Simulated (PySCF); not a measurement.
Species: C₃H₁₀NO₂Si (doublet state).
Cartesian coordinates in Å at the GFN2-xTB level; atoms count from 1:
```
atom  x, y, z in Å
C1    -1.039    0.901   -1.298
C2    -0.952    0.262    0.025
C3    -2.218   -0.565    0.341
O4     0.151   -0.590    0.129
Si5    1.713   -0.215    0.351
N6     1.864    0.608    1.867
O7     2.522   -1.615    0.414
H8    -1.817    1.611   -1.496
H9    -0.385    0.588   -2.085
H10   -0.882    1.046    0.805
H11   -2.313   -1.367   -0.386
H12   -2.130   -0.996    1.334
H13   -3.099    0.070    0.297
H14    2.309    0.458   -0.797
H15    1.341    1.455    2.016
H16    2.791    0.718    2.245
H17    2.139   -2.355    0.878
```

The hyperfine couplings belong to this conformer and change with its torsions.

Identity: `[CH2][C@@H](C)O[Si@@H](N)O` [radical].

Method: PySCF 2.14.0, UKS B3LYP, pcH-1 on C H N O Si, non-relativistic, mean-field spin-orbit, GIAO. The structure is a single GFN2-xTB conformer in the gas phase; no vibrational or solvent corrections. Couplings are sensitive to structure, and on GFN2-xTB geometries they can be far from those on DFT ones. No stability test was run, so a lower SCF solution isn't excluded.

The largest Mulliken spin populations are on C1 (+1.07) and C2 (-0.08). C1 is the only atom above +0.15. The angles at C1 add up to 359.8°, so it is planar; its axial dipolar tensor and the negative couplings of its protons fit spin in a p orbital normal to that plane.

Problem. McConnell's relation a(H) = Q·ρ ties the coupling of a proton on a planar π carbon to the spin population of that carbon. What Q do the computed values give?

Solution. 
```csv
H,C,ρ(C),a(H) (G),a/ρ (G)
H8,C1,+1.075,-22.12,-20.6
H9,C1,+1.075,-23.10,-21.5
```

These protons share one ρ (within 0.01), so their mean ratio, Q = -21.0 G, is no test of linearity. In McConnell's picture π spin on carbon polarises the C–H bond and leaves opposite spin at the proton, which makes Q negative, as found here.

Couplings in gauss use g_iso = 2.0026.
